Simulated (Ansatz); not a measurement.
`[CH3][AlH][TeH]` + CH₃SH → `[CH3][AlH][S]C` + H₂Te at 500 K and 1 bar (ligand exchange at the Al–Te bond).

Calculated with Ansatz (gas phase, PBE0-D4/def2-TZVP geometries, no zero-point term in ΔE). CBS: MP2 limit from def2 TZ/QZ plus the TZ coupled-cluster correction, frozen cores. This one scheme is used for every species. Elements past krypton have def2 core potentials. For Te outer-core shells are correlated without core-valence functions, which leaves a few kJ/mol of doubt a bond. One conformer a species, not always the lowest.

```csv
species,CCSD(T)/CBS energy (Eh),H − E (kJ/mol),S (J/(mol·K))
`[CH3][AlH][TeH]`,-550.83681,170.1,396.1
CH₃SH,-438.22835,145.1,283.7
`[CH3][AlH][S]C`,-720.14936,262.6,427.8
H₂Te,-268.91024,48.9,247.6
```

H − E and S are ideal-gas, rigid-rotor, harmonic terms from PBE0-D4/def2-TZVP, for one conformer and one mirror image of each species. 1 Eh = 2625.50 kJ/mol, R = 8.31446 J/(mol·K).

Problem. By hand: ΔE, ΔH, ΔS and ΔG.

Solution. ΔE = (-720.14936) + (-268.91024) − (-550.83681) − (-438.22835) = 0.00556 Eh = 14.6 kJ/mol. Δ(H − E) = 262.6 + 48.9 − 170.1 − 145.1 = -3.7, so ΔH = 10.9 kJ/mol. ΔS = 427.8 + 247.6 − 396.1 − 283.7 = -4.4 J/(mol·K). ΔG = 10.9 − 500 × (-4.4)/1000 = 13.1 kJ/mol.

Problem. By hand: the equilibrium constant, and the temperature at which ΔG would vanish if ΔH and ΔS stayed fixed.

Solution. log₁₀ K = −ΔG/(RT ln 10) = -1.4. ΔH and −TΔS have one sign here, so there is no such temperature.

The number of gas molecules stays the same, so ΔS is small and ΔH decides. A doubt of 5 kJ/mol in ΔE shifts log₁₀ K by 0.5 here. Other conformers and mirror images would add mixing entropy, several J/(mol·K) or more a flexible species. Modes under 60 cm⁻¹, often nearly free rotors, make the harmonic entropy too high. These are equilibria of isolated gas molecules and say nothing of rates. Largest T1 diagnostic: 0.010 (customary marks: 0.02 for closed shells, 0.045 for open ones).

ΔS is within the doubt of such terms, so its sign, and with it that verdict, could turn.
